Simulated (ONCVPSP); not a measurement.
# Varying the ONCV potential for indium (In)

Base potential:

ONCVPSP 4.0.1 input, shortened (lines: element, Z, core and valence counts, functional; n l f; lmax; l rc ep ncon nbas qcut; lloc lpopt rc5 dvloc0; l nproj debl; icmod fcfact rcfact), PBE, scalar-relativistic:

```
  In 49.00    6    4        4      upf
    1    0    2.00
    2    0    2.00
    2    1    6.00
    3    0    2.00
    3    1    6.00
    3    2   10.00
    4    0    2.00
    4    1    6.00
    4    2   10.00
    5    0    1.50
    2
    0    1.35    0.00    3    7    7.40
    1    1.20    0.00    3    6   11.90
    2    1.70    0.00    5   10    9.10
    4    5    1.00    3.00
    0    2    0.90
    1    2    3.30
    2    1    1.50
    2    0.15    1.05
```

In the p channel the program set the typed energies aside and used -3.336, 0.250 Ha.

All-electron outer shells of the reference configuration (PBE, scalar-relativistic, ld1.x):

```json
{"shell": "3d", "level (eV)": "-445.33", "outermost node (bohr)": "–", "outermost maximum (bohr)": "0.26"}
{"shell": "4s", "level (eV)": "-132.29", "outermost node (bohr)": "0.41", "outermost maximum (bohr)": "0.77"}
{"shell": "4p", "level (eV)": "-90.76", "outermost node (bohr)": "0.42", "outermost maximum (bohr)": "0.82"}
{"shell": "4d", "level (eV)": "-31.18", "outermost node (bohr)": "0.40", "outermost maximum (bohr)": "0.94"}
{"shell": "5s", "level (eV)": "-19.21", "outermost node (bohr)": "1.02", "outermost maximum (bohr)": "2.08"}
```

Cutoffs, loose and tight: the cutoffs (Ha) at which the residual kinetic energy of the hardest occupied pseudo-wave falls to 1 and 0.1 mHa per electron. They do not see the model core or the augmentation charge, which bear on the density cutoff. Test errors are all-electron minus pseudo excitation energies from the reference, over the configurations 4s2 4p6 4d10 5s2 5p1; 4s2 4p6 4d10 5s2; 4s2 4p6 4d10 5s1; 4s2 4p6 4d9 5s0. A dash means not determined; rows that change the core or the reference have their own tests.

| change | outcome | cutoff, loose | cutoff, tight | bound ghosts | GHOST(+) flags above zero | largest test error (meV) |
| --- | --- | --- | --- | --- | --- | --- |
| base | generated, projector energies reset by the program | 48 Ha | 57 Ha | none | s | -20 |
| p: rc 1.22 | generated, projector energies reset by the program | 48 Ha | 57 Ha | none | s | -20 |
| local potential polynomial inside 1.00 bohr (lpopt 5, dvloc0 4 Ha) | generated, projector energies reset by the program | 48 Ha | 57 Ha | none | s | -19 |
| d: rc 1.66 | generated, projector energies reset by the program | 48 Ha | 57 Ha | none | s | -20 |
| core correction Teter function fitted to the true core (icmod 2), fcfact 0.46 | generated, projector energies reset by the program | 48 Ha | 57 Ha | none | s | -21 |
| p: nproj 3 | generated, projector energies reset by the program | 48 Ha | 57 Ha | none | s | -20 |
